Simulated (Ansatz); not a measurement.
Input file for Ansatz (a quantum-chemistry and plane-wave program): R-PBE/def2-TZVPP on AlH3O3 (SMILES [OH][Al]([OH])[OH]), a point of a torsion scan.

Ansatz 0.2 input:
```yaml
crystal:
  periodic: [false, false, false]
  atoms:
    - {symbol: O, position_ang: [-1.43252376, -0.87451157, -0.33674139]}
    - {symbol: Al, position_ang: [0.16070398, -0.43018909, -0.20534931]}
    - {symbol: O, position_ang: [0.64573850, 0.56473011, 1.03087292]}
    - {symbol: O, position_ang: [1.26935986, -0.98042219, -1.31033617]}
    - {symbol: H, position_ang: [-2.22668387, -0.70016956, 0.14855672]}
    - {symbol: H, position_ang: [1.46732677, 0.94342430, 1.31099861]}
    - {symbol: H, position_ang: [1.24411170, -1.53573206, -2.07684959]}
basis:
  gaussian:
    orbitals: def2-TZVPP
hamiltonian:
  xc: {name: PBE}
scf: {lower_state_search: off}
```

The head of its log:

```
WARN ansatz: RAYON_NUM_THREADS=1 ignored (pool sized by the plan → 1); use --threads N
Functional definition: PBE
these checks for a lower state are left out or cut short: stability, starts, cluster_reference, orbital_swaps, neighbouring_geometries, increment
integrals: 0.08 GiB planned
899 factors; their error is unknown
mean field: 0.57 GiB planned
mean field evaluation 1: about -12763.8069 eV, gradient 1.1e2 eV
mean field evaluation 2: about -12674.1562 eV, gradient 2.3e2 eV
```

**Question.** What total energy does the run end on?

**Answer.** -469.8174 hartree.
